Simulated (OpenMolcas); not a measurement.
4d⁵ along the 41-electron sequence

```
Program             : OpenMolcas
Method              : CASSCF
Basis               : ANO-RCC-VQZP
Scalar Hamiltonian  : DKH2, point nucleus
Spin-orbit coupling : state interaction with AMFI integrals over the reference wave functions, term energies averaged over their components
```

Active space for each ion: 5 electrons in 10 orbitals (4d 5d).

Computed levels in cm-1 above ⁶S_5/2:

```csv
Level,Ru3+,Rh4+,Pd5+,Ag6+
⁴G_5/2,26912,29764,32459,34746
⁴G_7/2,27136,30099,32943,35460
⁴G_11/2,27251,30245,33132,35708
⁴G_9/2,27284,30310,33239,35877
⁴P_5/2,30367,33401,36228,38564
⁴P_3/2,30780,33982,36999,39554
⁴P_1/2,31334,34768,38054,40939
⁴D_7/2,33418,37024,40490,43584
⁴D_1/2,34002,37913,41753,45328
weight of ⁶S in the lowest level (%),99,99,99,98
```

Mixed levels, with the weight of the term that names them: Ru3+ ⁴P_5/2 (69 %), Ru3+ ⁴P_3/2 (74 %), Rh4+ ⁴P_5/2 (65 %), Rh4+ ⁴P_3/2 (70 %), Pd5+ ⁴P_5/2 (61 %), Pd5+ ⁴P_3/2 (66 %), Ag6+ ⁴P_5/2 (57 %), Ag6+ ⁴P_3/2 (63 %).

Measured, with the error of the calculation in %. Measured levels: Ag6+ from the list in Gamrath, thesis, University of Mons (2023).

```tsv
Level	Ag6+
⁴G_5/2	29390 (+18.2)
⁴G_7/2	30378 (+16.7)
⁴G_11/2	30662 (+16.5)
⁴G_9/2	30907 (+16.1)
⁴P_3/2	32994 (+19.9)
⁴P_1/2	34605 (+18.3)
⁴D_7/2	36485 (+19.5)
⁴D_1/2	38685 (+17.2)
```

⁴G_5/2 changes by a factor of 1.29 over the same range, with steps per unit of Z of +2850, +2700, +2290 cm-1.

Without dynamic correlation excited terms often stand tens of per cent too high (terms of higher spin than the ground term too low), and those without a measured partner can miss by more than the paired ones. Active for correlation alone: 5d; no level in the range computed is led by a configuration that fills it, so any true level of that kind is missing. Computed and measured levels are paired by configuration, term and J; levels that our copy of the source lacks, or whose pairing is in doubt (as where it misses far off the trend of its configuration), stay unpaired and out of the deviations. Only configurations of the active space appear.
